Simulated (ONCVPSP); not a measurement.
Cr (Z = 24), ONCV: configuration errors across variants

* Element: Cr
* Generator: ONCVPSP 4.0.1
* Type: optimised norm-conserving Vanderbilt (ONCV)
* Functional: PBE
* Relativity: scalar-relativistic
* Frozen core: [Ne]
* Valence charge: 14
* Reference configuration: 3s2 3p6 3d5 4s1
* Partial waves: 3s+4s: rc 1.55 bohr, ncon 4, nbas 7, qcut 6.1 1/bohr, 2 projectors; 3p: rc 1.35 bohr, ncon 4, nbas 9, qcut 12.8 1/bohr, 1 projector; 3d: rc 2.20 bohr, ncon 3, nbas 7, qcut 7.4 1/bohr, 2 projectors, debl 1.7 Ha
* Local potential: polynomial inside 1.00 bohr (lpopt 3, dvloc0 0 Ha)
* Core correction: Teter function, fcfact 5.5, rcfact 1.7

All-electron excitation energies from the reference (eV): (1) 3s2 3p6 3d5 4s0 6.902; (2) 3s2 3p6 3d4 4s0 22.954; (3) 3s2 3p6 3d5 4s0 4p1 3.122.

2 further variants failed, have other tests or too few solved ones, and are left out.

Errors AE − PS in meV (a dash: test not solved or not reliable):

```tsv
change	(1)	(2)	(3)	bound ghosts	GHOST(+) flags above zero
base	+9.0	+22	+8.4	none	none
p: rc 1	+9.1	+22	+4.5	none	none
p: rc 1.1	+9.0	+22	+5.2	none	none
p: rc 1.36	+9.0	+22	+8.5	none	none
```

**Question.** Give the same row for: p: rc 1.58.

**Answer.** +9.0, +22, +6.9; bound ghosts: none; GHOST(+) flags above zero: none.
